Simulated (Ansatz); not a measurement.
Geometry optimisation, RKS BLYP/def2-SVP in Ansatz.

The input (input.yaml):

```yaml
crystal:
  periodic: [false, false, false]
  atoms:
    - { symbol: Ga, position_ang: [0.084572, 0.316262, -0.026556] }
    - { symbol: Cl, position_ang: [-0.109177, 0.39766, 2.192952] }
    - { symbol: H, position_ang: [1.471439, 0.454668, -0.724727] }
    - { symbol: Cl, position_ang: [-1.818917, 0.314804, -1.082046] }
    - { symbol: O, position_ang: [-0.10212, -2.55753, 0.710682] }
    - { symbol: H, position_ang: [-1.030421, -2.712145, 0.436891] }
    - { symbol: H, position_ang: [-0.205576, -2.10062, 1.587603] }
basis:
  gaussian: { orbitals: def2-SVP }
hamiltonian:
  xc: blyp
relax:
  f_tol: 0.03
  max_steps: 50
output:
  orbitals: {}
```

Command:

```bash
$ ansatz run input.yaml --threads 2 --pin off --max-ram 3072MiB --backend cpu --events-out ev --progress --plain --runs-dir out
```

**Question.** Where does it end, and by what steps?

**Answer.** The forces met the threshold. After 7 steps the energy has fallen by 0.436 eV; O5 moved furthest, 0.46 Å. Joined: Ga1–O5 (2.97 → 2.16 Å).

```tsv
step	energy less start (eV)	largest force component (eV/Å)	accepted
0	0.0000	0.682	yes
1	-0.1260	0.938	yes
2	-0.3147	0.999	yes
3	-0.3708	0.792	yes
4	-0.4220	0.282	yes
5	-0.4146	0.383	no
6	-0.4326	0.144	yes
7	-0.4357	0.019	yes
```

```xyz
7
Properties=species:S:1:pos:R:3
Ga 0.081 -0.013 0.123
Cl -0.093 0.508 2.273
H 1.426 0.185 -0.647
Cl -1.857 0.001 -0.955
O -0.084 -2.120 0.569
H -0.962 -2.350 0.188
H -0.222 -2.099 1.544
```

Whether the end is a true minimum wasn't checked by a vibrational analysis.

Run time: 16 s on 2 threads of Arm Neoverse V2, with other jobs on the host, peak memory 0.14 GiB.
